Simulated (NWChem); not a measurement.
C₃H₃NO₂; SMILES c1coc(o1)=N

```xyz
9

N     -0.0787    -2.0160     0.0000
C     -0.0208    -0.7650     0.0000
O      1.0885     0.0353     0.0000
C      0.6536     1.3349     0.0000
C     -0.6798     1.3316     0.0000
O     -1.1173     0.0376     0.0000
H      0.8555    -2.4207     0.0000
H      1.3999     2.1229     0.0000
H     -1.4273     2.1186     0.0000
```
Atoms are numbered in this order, from 1.

Level: PBE0/def2-SVP (NWChem), optimised geometry, unscaled harmonic frequencies. 

Question: List the harmonic frequencies with IR intensities, and the thermochemistry.

Answer: 
```tsv
frequency (cm⁻¹)	IR intensity (km/mol)
215	2.4
485	17.0
577	0.0
713	43.4
746	1.4
750	46.2
781	61.6
844	0.2
924	19.3
932	48.9
1006	115.2
1110	13.9
1133	0.0
1201	160.0
1245	109.0
1400	53.6
1710	2.8
1872	587.5
3316	13.3
3342	0.6
3614	38.0
```

```json
{
 "zero_point_energy": "39.9 kcal/mol",
 "thermal correction to the enthalpy at 298.15 K (with zero-point energy)": "43.3 kcal/mol",
 "heat capacity Cv": "16.0 cal/(mol K)",
 "entropy at 298.15 K and 1 atm (symmetry number 1)": "69.6 cal/(mol K)",
 "dipole_moment": "3.69 D"
}
```

Rigid rotor and harmonic oscillator.
